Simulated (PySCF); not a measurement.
**Telling isomers of C$_{4}$H$_{5}$N$_{3}$O apart by NMR**

- shielding tensors at PBE0/pcSseg-1 (GIAO)
- spin–spin couplings from B3LYP/pcJ-1 (spin–dipole term left out of most H,H and C,H couplings)
- structure optimised with GFN2-xTB
- code: PySCF 2.14.0 with density-fitted response routines
- one conformer, gas phase, non-relativistic, one averaged value for each set of equivalent atoms

δ = σ(ref) − σ, references computed at the same level: TMS for 1H and 13C. Multiplet labels drop J under 1 Hz and among equivalent protons, and merge close values. Unscaled 3J(H,H) run several per cent high. Shifts are as computed. Against solution values, carbons near 30 ppm lie about +3 ppm off and those near 130 ppm about +5 ppm. Of 1211 compounds with measured shifts, 218 miss one by over three times the rms of a fit or turn the order of signals round; such compounds aren't used in these exercises.

(1) Tabulate the signals of `Cn1ncnc1C=O`, `Cn1ncc(C=O)n1` and their relative energies.

(2) What is the quickest way to tell Cn1ncnc1C=O from Cn1ncc(C=O)n1?

## Answers

(1) 
```json
{"SMILES": "Cn1ncnc1C=O", "carbon types": "1×C 2×CH 1×CH3", "δC": "188.6, 154.7, 154.4, 40.1", "δH": "10.28 (s, 1H), 7.99 (s, 1H), 4.37 (s, 3H)", "E rel. (kcal/mol)": "0.0"}
{"SMILES": "Cn1ncc(C=O)n1", "carbon types": "1×C 2×CH 1×CH3", "δC": "189.2, 152.9, 140.7, 42.0", "δH": "10.36 (s, 1H), 8.23 (s, 1H), 4.35 (s, 3H)", "E rel. (kcal/mol)": "12.2"}
```

Energies are electronic energies at PBE0/pcSseg-1 on these geometries, without zero-point or thermal terms, each for the one conformer computed, which needn't be the lowest.

(2) Both give the same number of carbon signals, with the same numbers of each carbon type, so the positions decide. The first has an aromatic CH between two ring heteroatoms at 154.4 ppm, the second an aromatic CH next to a ring nitrogen at 140.7 ppm. Their most deshielded carbons lie at 188.6 and 189.2 ppm.
